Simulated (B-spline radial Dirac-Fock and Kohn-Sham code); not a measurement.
## K-line shifts caused by a second vacancy in Ga⁺

System: Ga⁺, configuration [Ar] 3d10 4s2.

Method: ΔSCF Dirac-Fock with Breit, self-energy and vacuum polarisation, finite nucleus, configuration average. Computed with a radial atomic solver. Each two-hole energy is an average over J within one jj subconfiguration, not an observable level; in light atoms, where LS coupling holds, the j-resolved values are not observed lines, and for a K spectator the Kα1 hypersatellite is nearly forbidden. No correlation.

Lines without a spectator: Kα2 (K-L2) 9223.9 eV, Kα1 (K-L3) 9251.0 eV, Kβ3 (K-M2) 10258.3 eV, Kβ1 (K-M3) 10261.9 eV. Shifts in eV with one spectator hole (a dash: not computed, or left out as unreliable):

```tsv
spectator hole	Kα2	Kα1	Kβ3	Kβ1
L2 (2p1/2)	+32.1	+39.3	–	+85.4
L3 (2p3/2)	+35.6	+34.4	+81.5	–
M2 (3p1/2)	–	+2.99	+5.78	+7.72
M3 (3p3/2)	+2.64	–	+7.10	+6.61
M4 (3d3/2)	-0.15	-1.14	–	–
M5 (3d5/2)	-1.24	-0.59	–	–
```

Question: Where does the K-L3 hypersatellite lie, emitted when both K electrons are missing?

Answer: +334.3 eV from the normal line, at 9585.4 eV. Removing both K electrons costs 21215.0 eV, which is 443.8 eV more than twice the K binding energy.

With n spectator holes in 2p, averaged over the 2p shell (energies in eV):

```
n    KαLⁿ   step  hypersatellite KαʰLⁿ
0  9242.0      –                9575.1
1  9277.8  +35.9                9612.1
2  9314.7  +36.9                9650.1
3  9352.6  +37.9                9689.2
4  9391.6  +39.0                9729.4
5  9431.6  +40.0                9770.6
```
